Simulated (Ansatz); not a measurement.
Reaction (formal exchange of groups at the Se–C bond): `CC[Se]C` + BH₃ → `B[Se]CC` + CH₄

Program: Ansatz. Geometries: PBE0-D4/def2-TZVP. ΔE: electronic, gas phase. CCSD(T)/CBS adds triple-zeta CCSD(T) − MP2 to the extrapolated MP2 energy (def2 sets, frozen cores). This one scheme is used for every species. DFT in def2-TZVPP. For Se outer-core shells are correlated without core-valence functions, which leaves a few kJ/mol of doubt a bond. Scalar relativity is left out up to krypton. Each species was taken in one conformer, which may not be the lowest.

```tsv
level	ΔE (kJ/mol)
PBE-D4	-168.5
r2SCAN-D4	-167.2
MP2/def2-QZVPP	-157.3
SCS-MP2/def2-QZVPP	-149.6
```

(1) What does CCSD(T)/CBS give? (Best estimate.)

Largest T1 diagnostic among the species: 0.012.

Results:

(1) Ansatz gave: -157.4 kJ/mol. The listed levels differ from it by -11.1, -9.8, 0.1, 7.8 kJ/mol.

In def2-TZVPP, CCSD(T) changes the Hartree–Fock value by −20.0 kJ/mol (the triples alone add −4.0 kJ/mol) and MP2 by −20.8 kJ/mol. From PBE to PBE0 (25 % exact exchange), in def2-TZVPP and without D4, ΔE moves by +5.9 kJ/mol.
